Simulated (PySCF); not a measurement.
These compounds are isomers of formula C₇H₁₅NSi.

A. SMILES C=CC(=C)C[SiH2]N(C)C
B. `C=C([SiH3])/C=N/C(C)(C)C`
C. `C[C@@H]1[C@](C=C)(N(C)C)[SiH2]1`

Spectrum 1. ¹H NMR (400 MHz, computed): δ 7.11 (m, 1H), 4.90 (m, 1H), 4.58 (m, 1H), 2.85 (m, 1H), 2.48 (s, 6H), 2.48 (m, 1H), 1.89 (m, 1H), 1.70 (d, 3H). ¹³C{¹H} NMR (computed): δ 147.9 (CH), 110.2 (CH2), 60.5 (C), 47.2 (CH3), 30.6 (CH), 13.5 (CH3).

Spectrum 2. ¹H NMR (400 MHz, computed): δ 6.60 (m, 1H), 5.45 (m, 1H), 5.41 (m, 1H), 5.32 (m, 1H), 5.32 (m, 1H), 4.64 (t, 2H), 2.57 (s, 6H), 2.22 (t, 2H). ¹³C{¹H} NMR (computed): δ 149.1 (C), 146.9 (CH), 124.7 (CH2), 121.3 (CH2), 41.0 (CH3), 19.7 (CH2).

Spectrum 3. ¹H NMR (400 MHz, computed): δ 8.46 (s, 1H), 6.67 (m, 1H), 6.52 (m, 1H), 4.13 (s, 3H), 1.32 (s, 9H). ¹³C{¹H} NMR (computed): δ 170.3 (CH), 157.6 (C), 142.7 (CH2), 56.3 (C), 32.5 (CH3).

Level of theory: structure optimised with GFN2-xTB, GIAO PBE0/pcSseg-1 shieldings, in PySCF (fast rotation and ring inversion assumed for equivalent nuclei, no relativistic terms, isolated molecule, single conformer).

Scale: ¹H and ¹³C against TMS (reference shieldings calculated alike). Where no couplings were computed, multiplicities follow the n + 1 count of equivalent neighbours, and m marks all less simple cases (inequivalent or close neighbours, rings, F or P nearby). Shifts are as computed. Against solution values, carbons near 30 ppm lie about +3 ppm off and those near 130 ppm about +5 ppm. Of 1211 compounds with measured shifts, 218 miss one by over three times the rms of a fit or turn the order of signals round; such compounds aren't used in these exercises.

Match each spectrum to its structure.

## Answers

1–C, 2–A, 3–B.

- Spectrum 1 (C): 6 ¹³C signals; δC 147.9 is an alkene CH; δC 110.2 is a terminal =CH2 carbon.
- Spectrum 2 (A): 6 ¹³C signals; δC 149.1 is a fully substituted alkene carbon; δC 146.9 is an alkene CH.
- Spectrum 3 (B): 5 ¹³C signals; δC 157.6 is a fully substituted alkene carbon; δC 142.7 is a terminal =CH2 carbon.
